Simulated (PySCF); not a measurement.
C3H9Tl.
Bonds: C1–Tl2, Tl2–C3, Tl2–C4. Hydrogens: H5, H6, H7 on C1; H8, H9, H10 on C3; H11, H12, H13 on C4.

Method: PBE0-D3(BJ)/def2-SVP geometry optimisation, gas phase, def2 core potentials past Kr (PySCF); density fitting, grid level 1; the optimiser is geomeTRIC in internal coordinates, started from a GFN2-xTB structure with every atom displaced at random (about 0.01 Å).

Step 0: E = -7944.1178 eV
```
atom  x, y, z in Å  |  force x, y, z in eV/Å
C1     -0.4620    2.2541   -0.1492   -0.437  -0.545  -0.398
Tl2    -0.0047   -0.0045    0.0238    0.163  -0.023   0.012
C3      2.2018   -0.7186    0.1447   -0.488   0.845   0.506
C4     -1.7071   -1.5568    0.0091   -0.783   1.780   0.202
H5     -0.4078    2.5712   -1.2063    0.122  -0.215   0.062
H6      0.2178    2.8739    0.4221    0.582   0.115   0.325
H7     -1.4780    2.4929    0.1921   -0.127  -0.244   0.068
H8      2.4300   -1.1461    1.1250   -0.261  -0.158   0.314
H9      2.9070    0.1139    0.0183   -0.149   0.159  -0.198
H10     2.4069   -1.4775   -0.5905    0.001  -0.549  -0.679
H11    -2.6526   -1.1314    0.4399    0.675   0.017  -0.295
H12    -1.9375   -1.8508   -1.0078    0.039  -0.060  -0.670
H13    -1.5078   -2.4372    0.5684    0.664  -1.123   0.749
```

Task: Estimate the geometry and energy of step 1. (The exact step hangs on the optimiser's Hessian estimate; all steps are aligned on step 0, rigid shifts and turns removed.)

Result: E = -7944.3418 eV, largest force 0.358 eV/Å
```
atom  x, y, z in Å  |  force x, y, z in eV/Å
C1     -0.4638    2.1541   -0.1445   -0.113   0.169   0.024
Tl2     0.0160   -0.0091    0.0244    0.133  -0.037  -0.027
C3      2.1353   -0.6898    0.1438    0.093   0.038   0.066
C4     -1.6534   -1.4702    0.0089   -0.300  -0.101   0.168
H5     -0.4030    2.4561   -1.2021    0.057  -0.037   0.006
H6      0.2338    2.7737    0.4370    0.064  -0.057  -0.030
H7     -1.4868    2.3561    0.2035   -0.017  -0.060   0.009
H8      2.3342   -1.1223    1.1357   -0.094  -0.049   0.027
H9      2.8285    0.1508    0.0026   -0.035   0.022  -0.080
H10     2.3358   -1.4645   -0.6110   -0.043   0.022  -0.010
H11    -2.5612   -1.0091    0.4307    0.076   0.028  -0.054
H12    -1.8771   -1.7632   -1.0283    0.059   0.006  -0.030
H13    -1.4326   -2.3795    0.5889    0.119   0.055  -0.068
```

The energy changes by -0.2240 eV. The first-order estimate −F·Δx gives -0.4186 eV and the mean of the old and new forces, exact on a quadratic surface, -0.2185 eV. The step makes an angle of 70° with the force vector and moves no atom by more than 0.153 Å.

What follows is the cost of the whole optimisation. The run took 82 s on one thread, AMD EPYC 7571 (x86_64), no GPU, shared host with 64 logical CPUs at a one-minute load of 50, and the process peaked at 0.49 GiB of memory.
